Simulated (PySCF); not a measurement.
## Core-level binding energies of GeF2Me2

Compound: GeF2Me2, C₂H₆F₂Ge.
Z-matrix (Å and degrees, PBE0-D3(BJ)/def2-SVP geometry), rows numbered from 1:
```
Ge
F   1  1.7382
F   1  1.7385  2  103.36
C   1  1.9248  2  108.03  3  -114.61
H   4  1.0995  1  109.93  2   -65.07
H   4  1.0993  1  110.20  2   174.93
H   4  1.0987  1  109.72  2    54.75
C   1  1.9248  2  108.07  3   114.68
H   8  1.0994  1  110.25  2   177.99
H   8  1.0994  1  109.93  2    57.86
H   8  1.0988  1  109.68  2   -61.89
```

Level of theory: delta-SCF UKS SCAN, pcX-2 on the ionised atom, pcseg-1 elsewhere, spin-free X2C in PySCF 2.14.0. Binding energies are ΔSCF values: E(core-ionised, relaxed orbitals) − E(ground state) at a fixed geometry, referred to the vacuum level.

Task: What binding energy does each computed site have?

Result: 
| atom(s) | bonded to | level | binding energy (eV) | count |
| --- | --- | --- | --- | --- |
| C4/C8 | 3 H and Ge | C 1s | 291.01 | 2 |
| F2/F3 | Ge | F 1s | 691.27 | 2 |

Task: Which effective nuclear charge Zeff reproduces each element's mean 1s value in the hydrogen-like formula E = 13.606 eV × Zeff²?

Result: C (Z = 6): mean 291.0 eV, Zeff = 4.62, Z − Zeff = 1.38; F (Z = 9): mean 691.3 eV, Zeff = 7.13, Z − Zeff = 1.87. Means run over the listed sites, weighted by atom count.

One atom of each set of topologically equivalent atoms was ionised and stands for the set; in this conformer not all members are related by symmetry, and their own values weren't computed. No level of germanium is listed. Isolated species at its PBE0-D3(BJ)/def2-SVP geometry, gas phase.
